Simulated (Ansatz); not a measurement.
Stepwise reaction of `[OH][Sn]([OH])([Br])[Br]` with hydrogen, as a gas-phase model of exchange steps in deposition or etching. ΔE in kJ/mol; ΔG adds harmonic PBE0-D4 terms to CCSD(T)/CBS, at 1 bar.

Computed with Ansatz on PBE0-D4/def2-TZVP structures; ΔE is electronic, products minus reactants. CCSD(T)/CBS adds triple-zeta CCSD(T) − MP2 to the extrapolated MP2 energy (def2 sets, frozen cores). This one scheme is used for every species. Functionals use def2-TZVPP. B3LYP here is the variant with VWN-RPA as its local correlation; programs differ in this. def2 core potentials past Kr. For Br, Sn outer-core shells are correlated without core-valence functions, which leaves a few kJ/mol of doubt a bond. Scalar relativity is left out up to krypton. Each species was taken in one conformer, which may not be the lowest.

| step | reaction | PBE-D4 | B3LYP-D4 | ωB97M-V | CCSD(T)/CBS | ΔG(400 K) |
| --- | --- | --- | --- | --- | --- | --- |
| 2 | `[OH][SnH]([Br])[Br]` + H₂ → `[Br][SnH2][Br]` + H₂O | 9.1 | 8.3 | 4.1 | 7.8 | 11.2 |

Problem. Give the row of step 1, `[OH][Sn]([OH])([Br])[Br]` + H₂ → `[OH][SnH]([Br])[Br]` + H₂O. (Best estimate.)

Solution. Ansatz gave: 
```csv
step,reaction,PBE-D4,B3LYP-D4,ωB97M-V,CCSD(T)/CBS,ΔG(400 K)
1,`[OH][Sn]([OH])([Br])[Br]` + H₂ → `[OH][SnH]([Br])[Br]` + H₂O,-0.1,-0.3,-3.9,0.2,2.4
```

Problem. By hand: ΔE of the 2 steps together at CCSD(T)/CBS.

Solution. (0.2) + (7.8) = 8.0 kJ/mol, or 4.0 kJ/mol a step.

In ΔE each step is higher than the one before. ΔG lies between 2.4 and 11.2 kJ/mol a step. PBE-D4 differs from CCSD(T)/CBS by -0.3 to 1.3 kJ/mol a step. Only this route is followed, and other bonds may react first. Isolated molecules leave out the surface, adducts and barriers. Largest T1 diagnostic: 0.011.
